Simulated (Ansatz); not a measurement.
Ansatz (an electronic-structure program) input (B3LYP/6-31G*):

Ansatz 0.2 input:
```yaml
crystal:
  periodic: [false, false, false]
  atoms:
    - {symbol: N, position_ang: [-0.27340700, -0.50829200, 1.63165400]}
    - {symbol: Si, position_ang: [-0.04455500, -0.01684000, 0.07924600]}
    - {symbol: O, position_ang: [1.55635500, -0.41356800, -0.30513600]}
    - {symbol: O, position_ang: [-0.24018300, 1.61989000, -0.30230800]}
    - {symbol: O, position_ang: [-0.95616600, -0.64786400, -1.19874900]}
    - {symbol: H, position_ang: [-1.19982300, -0.39948400, 2.02912700]}
    - {symbol: H, position_ang: [1.91272200, -0.78219000, 0.51017200]}
    - {symbol: H, position_ang: [-0.09603700, 2.11366300, 0.50908200]}
    - {symbol: H, position_ang: [-0.95929200, -1.60584500, -1.12986000]}
basis:
  gaussian:
    orbitals: 6-31G*
hamiltonian:
  xc: {name: B3LYP}
total_charge: -1
output: {forces: true}
```

Output:

```
Functional definition: B3LYP
integrals: 0.04 GiB planned
804 factors; integrals over basis functions are off by at most 9.9e-4 eV
mean field: 0.30 GiB planned
mean field evaluation 1: about -15567.7115 eV, gradient 7.2e1 eV
mean field evaluation 2: about -15549.3388 eV, gradient 1.1e2 eV
mean field evaluation 4: about -15577.1704 eV, gradient 5.5e0 eV
mean field evaluation 8: about -15577.4404 eV, gradient 3.2e-1 eV
mean field evaluation 16: about -15577.4406 eV, gradient 2.6e-5 eV
mean field -15577.44056733 eV, -572.4603820809 hartree, gradient 4.0e-5 eV, S^2 0.000000; 0 other end points of the search recorded, 0 dependent functions left out
the calculation of the forces begins
reference -15577.44078472 eV, -572.4603900700 hartree; 25, 25 occupied and 62, 62 virtual orbitals, 804 factors
Total energy: -15577.44078472 eV, -572.4603900700 hartree
Atom 0 at    -0.273407    -0.508292     1.631654 Å, force     0.287179    -0.129340     0.168753 eV/Å
Atom 1 at    -0.044555    -0.016840     0.079246 Å, force    -0.052155    -0.128012     0.388403 eV/Å
Atom 2 at     1.556355    -0.413568    -0.305136 Å, force     0.312526     0.014516    -0.418951 eV/Å
Atom 3 at    -0.240183     1.619890    -0.302308 Å, force    -0.132248     0.276923    -0.462362 eV/Å
Atom 4 at    -0.956166    -0.647864    -1.198749 Å, force    -0.288748     0.237423    -0.404467 eV/Å
Atom 5 at    -1.199823    -0.399484     2.029127 Å, force    -0.266023     0.054051     0.045520 eV/Å
Atom 6 at     1.912722    -0.782190     0.510172 Å, force    -0.001212    -0.090244     0.287396 eV/Å
Atom 7 at    -0.096037     2.113663     0.509082 Å, force     0.060070     0.051932     0.297110 eV/Å
Atom 8 at    -0.959292    -1.605845    -1.129860 Å, force     0.080613    -0.287249     0.098598 eV/Å
Dipole moment:    -0.017374    -0.022682    -0.032953 e Å
```

The dipole moment of an ion depends on the origin.

The geometry given is a B3LYP-D3(BJ)/def2-TZVP minimum.
